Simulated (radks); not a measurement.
Task: All-electron atom: Ru14+ in [Ar] 3d10 4s2 (the NIST ground configuration). Method: Dirac Kohn-Sham, PBE, spin-unpolarised, spherical densities, point nucleus; computed with a radial shooting solver on a logarithmic mesh with Libxc functionals. Some entries of the table are withheld. Estimate them.

orbital,occ.,eigenvalue (eV),<1/r> (bohr^-1),<r> (bohr)
1s1/2,2,-22251.15,45.88,0.03343
2s1/2,2,-3470.001,10.50,0.1452
2p1/2,2,-3231.694,10.48,0.1235
2p3/2,4,-3100.492,9.929,0.1283
3s1/2,2,-860.4988,3.658,0.3991
3p1/2,2,-767.8928,(1),0.3913
3p3/2,4,-745.1609,(2),0.4015
3d3/2,4,(3),3.266,(4)
3d5/2,6,(5),3.232,(6)
4s1/2,2,-340.5992,1.572,0.8927

Result: 
(1) 3p1/2 <1/r> (bohr^-1): 3.564
(2) 3p3/2 <1/r> (bohr^-1): 3.432
(3) 3d3/2 eigenvalue (eV): -581.8138
(4) 3d3/2 <r> (bohr): 0.3743
(5) 3d5/2 eigenvalue (eV): -577.3134
(6) 3d5/2 <r> (bohr): 0.3775
